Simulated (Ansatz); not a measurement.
The same germylene extrusion along the group Si, Ge, Sn.

Gas-phase electronic energies from Ansatz, PBE0-D4/def2-TZVP geometries. CCSD(T)/CBS adds triple-zeta CCSD(T) − MP2 to the extrapolated MP2 energy (def2 sets, frozen cores). Small cases extrapolate CCSD(T) itself. def2 core potentials past Kr. For Ge, Sn outer-core shells are correlated without core-valence functions, which leaves a few kJ/mol of doubt a bond. Scalar relativity is left out up to krypton. Each species was taken in one conformer, which may not be the lowest.

**Question.** Order these by ΔE at CCSD(T)/CBS, lowest first. (Estimate.)
A. `[OH][Ge]([OH])([F])[Cl]` → `OF` + `[OH][Ge][Cl]`
B. `[OH][Sn]([OH])([F])[Cl]` → `OF` + `[OH][Sn][Cl]`
C. `O[Si](O)(F)Cl` → `OF` + `O[Si]Cl`

**Answer.** B (+466.3 kJ/mol), A (+564.7 kJ/mol), C (+834.0 kJ/mol).

Largest T1 diagnostic: 0.017, for `[OH][Sn][Cl]`.

Extrapolated directly: `O[Si](O)(F)Cl` → `OF` + `O[Si]Cl`.
